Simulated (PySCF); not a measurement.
# Electron correlation in Sc²⁺ (scandium, charge +2)

Starting occupation: [Ar] 4s1, 4s1/2 with m_j = +1/2. Computed with PySCF 2.14 in x2c-SVPall-2c with one added diffuse shell each of s, d type (6s5p4d1f, 48 functions), with X2C-1e with screened-nucleus spin-orbit coupling, Gaussian nucleus. Frozen: [Ne]; 9 electrons correlated.

MP2 pair energies summed by pair of shells (mhartree):

```tsv
pair	energy	share (%)
3p3/2-3p3/2	-59.78	36.6
3p1/2-3p3/2	-59.40	36.3
3p1/2-3p1/2	-14.93	9.1
3p3/2-4s1/2	-9.98	6.1
3p3/2-3s1/2	-6.00	3.7
3s1/2-3s1/2	-5.18	3.2
3p1/2-4s1/2	-4.65	2.8
3p1/2-3s1/2	-3.01	1.8
3s1/2-4s1/2	-0.55	0.3
```

Total MP2 correlation energy: -163.48 mhartree.

This basis was not built for core-valence correlation, so the inner-shell part is incomplete.
